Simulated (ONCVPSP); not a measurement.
**Which change was made? (Mo, ONCV)**

| Item | Value |
| --- | --- |
| Element | Mo |
| Generator | ONCVPSP 4.0.1 |
| Type | optimised norm-conserving Vanderbilt (ONCV) |
| Functional | PBEsol |
| Relativity | scalar-relativistic |
| Frozen core | [Kr] |
| Valence charge | 6 |
| Reference configuration | 4d5 5s1 |
| Partial waves | 5s: rc 2.65 bohr, ncon 4, nbas 8, qcut 2.4 1/bohr, 2 projectors, debl 3 Ha; p scattering state at 0.39 Ha: rc 2.65 bohr, ncon 4, nbas 7, qcut 3 1/bohr, 2 projectors, debl 1.1 Ha; 4d: rc 1.75 bohr, ncon 4, nbas 7, qcut 5.2 1/bohr, 2 projectors, debl 1.7 Ha; f scattering state at 0.16 Ha: rc 2.80 bohr, ncon 4, nbas 7, qcut 3.8 1/bohr, 2 projectors, debl 0.6 Ha |
| Local potential | polynomial inside 1.30 bohr (lpopt 5, dvloc0 0 Ha) |
| Core correction | none |

Cutoffs, loose and tight: the cutoffs (Ha) at which the residual kinetic energy of the hardest occupied pseudo-wave falls to 1 and 0.1 mHa per electron. They do not see the model core or the augmentation charge, which bear on the density cutoff. Test errors are all-electron minus pseudo excitation energies from the reference, over the configurations 4d5 5s0; 4d4 5s0; 4d3 5s0; 4d5 5s0 5p1; variants that change the core or the reference have their own tests. The largest error is taken over the tests solved by every variant that gives reliable tests at all, those not shown here included: 4d4 5s0; 4d5 5s0; 4d5 5s0 5p1.

The base gives: outcome: generated; cutoff, loose: 31 Ha; cutoff, tight: 54 Ha; bound ghosts: s; GHOST(+) flags above zero: s, p; largest test error (meV): +43.

(1) After one change the result is: outcome: generated; cutoff, loose: 41 Ha; cutoff, tight: 59 Ha; bound ghosts: s, p; GHOST(+) flags above zero: p, d; largest test error (meV): +23. Which change was it?
A. all radii scaled by about 0.80 (s 2.12, p 2.12, d 1.40, f 2.24 bohr); local potential polynomial inside 1.04 bohr (lpopt 5, dvloc0 0 Ha)
B. all radii scaled by about 0.95 (s 2.52, p 2.52, d 1.66, f 2.66 bohr); local potential polynomial inside 1.24 bohr (lpopt 5, dvloc0 0 Ha)
C. all radii scaled by about 1.23 (s 3.26, p 3.26, d 2.14, f 3.44 bohr); local potential polynomial inside 1.60 bohr (lpopt 5, dvloc0 0 Ha)

Answers

(1) B. The others give: all radii scaled by about 1.23 (s 3.26, p 3.26, d 2.14, f 3.44 bohr); local potential polynomial inside 1.60 bohr (lpopt 5, dvloc0 0 Ha) → outcome: generated, projector energies reset by the program; cutoff, loose: 14 Ha; cutoff, tight: 34 Ha; bound ghosts: none; GHOST(+) flags above zero: s, p; largest test error (meV): +12 | all radii scaled by about 0.80 (s 2.12, p 2.12, d 1.40, f 2.24 bohr); local potential polynomial inside 1.04 bohr (lpopt 5, dvloc0 0 Ha) → outcome: failed: optimize: ERROR ps0norm > uunorm, code will stop.
